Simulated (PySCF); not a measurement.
Compound: C8H7F3O.
SMILES with atom numbers: `[O:1]=[C:2]1[CH:3]=[CH:4][C@H:5]([C:6]([F:7])=[C:8]([F:9])[F:10])[CH2:11][CH2:12]1` (hydrogens: H13 on C3; H14 on C4; H15 on C5; H16, H17 on C11; H18, H19 on C12)

The same species was optimised twice, with GFN2-xTB and with PBE0-D3(BJ)/def2-SVP (PySCF), and the same property calculations (PySCF, gas phase) were run on both structures.

```
     coordinate  GFN2-xTB  PBE0-D3(BJ)/def2-SVP  change
     C8–F10 (Å)     1.323                 1.307  -0.016
      C8–F9 (Å)     1.330                 1.314  -0.016
      C3=C4 (Å)     1.330                 1.341  +0.011
      C6–F7 (Å)     1.346                 1.336  -0.010
      C5–C6 (Å)     1.501                 1.491  -0.010
      C2–C3 (Å)     1.473                 1.479  +0.006
      C6=C8 (Å)     1.327                 1.333  +0.006
      C4–C5 (Å)     1.504                 1.508  +0.004
      O1=C2 (Å)     1.209                 1.211  +0.002
    C11–C12 (Å)     1.523                 1.521  -0.002
     C5–C11 (Å)     1.535                 1.533  -0.002
     C2–C12 (Å)     1.515                 1.514  -0.001
  C6–C8–F10 (°)     126.5                 124.9    -1.6
 C5–C11–C12 (°)     109.8                 111.4    +1.6
  F9–C8–F10 (°)     110.8                 112.2    +1.4
  C4–C5–C11 (°)     109.9                 110.9    +1.0
   C2–C3–C4 (°)     123.3                 122.5    -0.8
  C3–C2–C12 (°)     115.1                 115.8    +0.7
   C4–C5–C6 (°)     110.3                 111.0    +0.7
 C2–C12–C11 (°)     112.1                 112.8    +0.7
C4–C5–C6–F7 (°)       -62                   -61      +1
```

Rotational constants: A = 2386, B = 444.8, C = 431.8 MHz (GFN2-xTB) against A = 2387, B = 445.3, C = 432.0 MHz (PBE0-D3(BJ)/def2-SVP). Point groups within 0.08 Å: C1 and C1.

On the GFN2-xTB structure: HOMO (eV) -7.39 [PBE0/pcSseg-1]; LUMO (eV) -1.83 [PBE0/pcSseg-1]; dipole (D) 2.26 [PBE0/pcSseg-1]; GIAO shielding of O1 (ppm) -347.7 [PBE0/pcSseg-1]; GIAO shielding of C2 (ppm) -12.7 [PBE0/pcSseg-1]; GIAO shielding of C3 (ppm) 47.6 [PBE0/pcSseg-1]; GIAO shielding of C4 (ppm) 29.1 [PBE0/pcSseg-1]; GIAO shielding of C5 (ppm) 146.4 [PBE0/pcSseg-1]; GIAO shielding of C6 (ppm) 46.2 [PBE0/pcSseg-1]; GIAO shielding of F7 (ppm) 371.5 [PBE0/pcSseg-1]; GIAO shielding of C8 (ppm) 20.4 [PBE0/pcSseg-1].

**Question.** What do these properties become on the PBE0-D3(BJ)/def2-SVP structure?

**Answer.** 
```csv
property,level,on GFN2-xTB,on PBE0-D3(BJ)/def2-SVP,change
HOMO (eV),PBE0/pcSseg-1,-7.39,-7.36,+0.03
LUMO (eV),PBE0/pcSseg-1,-1.83,-1.80,+0.03
dipole (D),PBE0/pcSseg-1,2.26,2.53,+0.27
"energy, GFN2-xTB geometry as zero (kcal/mol)",PBE0/pcSseg-1,0.0,-0.6,-0.6
GIAO shielding of O1 (ppm),PBE0/pcSseg-1,-347.7,-347.9,-0.2
GIAO shielding of C2 (ppm),PBE0/pcSseg-1,-12.7,-13.0,-0.3
GIAO shielding of C3 (ppm),PBE0/pcSseg-1,47.6,44.4,-3.2
GIAO shielding of C4 (ppm),PBE0/pcSseg-1,29.1,27.0,-2.1
GIAO shielding of C5 (ppm),PBE0/pcSseg-1,146.4,147.1,+0.7
GIAO shielding of C6 (ppm),PBE0/pcSseg-1,46.2,47.9,+1.7
GIAO shielding of F7 (ppm),PBE0/pcSseg-1,371.5,373.3,+1.8
GIAO shielding of C8 (ppm),PBE0/pcSseg-1,20.4,22.7,+2.3
```

The heavy atoms differ by 0.032 Å rms after alignment. Among bonds between heavy atoms C8–F9 and C8–F10 change most and about equally (-0.016 Å). Changes are differences of the printed values. Neither structure is proved a minimum here.
